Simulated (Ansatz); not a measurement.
This geometry of BF3 + ClH (6 atoms, charge 0, multiplicity 1) is a first-order saddle point.

These are results of RKS B3LYP-D4/def2-SVP (Ansatz 0.2.0), not measurements.

```xyz
6
Properties=species:S:1:pos:R:3
B 0.013 -0.229 0.016
F 0.010 0.103 1.534
F 1.149 0.156 -0.534
F -1.149 0.089 -0.524
Cl 0.072 -2.193 0.546
H 0.043 -1.041 1.645
```

Problem. Which two structures does it join? (They come from a converged band through this point; their orientation in space is the band's.)

Solution. Bonds broken: B1–F2, Cl5–H6. Bonds formed: B1–Cl5, F2–H6. BF3 + ClH becomes BClF2 + FH.

Initial state:

```xyz
6
Properties=species:S:1:pos:R:3
B -0.004 0.310 -0.058
F -0.003 0.574 1.236
F 1.133 0.260 -0.714
F -1.145 0.190 -0.698
Cl 0.090 -2.556 0.904
H 0.067 -1.893 2.012
```

Final state:

```xyz
6
Properties=species:S:1:pos:R:3
B 0.018 -0.476 -0.345
F 0.010 0.099 1.930
F 1.136 0.163 -0.594
F -1.140 0.094 -0.584
Cl 0.072 -2.207 0.058
H 0.041 -0.786 2.217
```

Problem. How far does it lie above each of them?

Solution. 116.9 kJ/mol above the first and 46.3 kJ/mol above the second. This is the barrier of this one path; another mechanism may lie lower. The orbitals stay closed-shell, which can raise the energy where a bond breaks towards radicals; this wasn't checked here.

The run took 2.8 min on 1 thread of Arm Neoverse V1, on a shared host, peak memory 0.15 GiB.
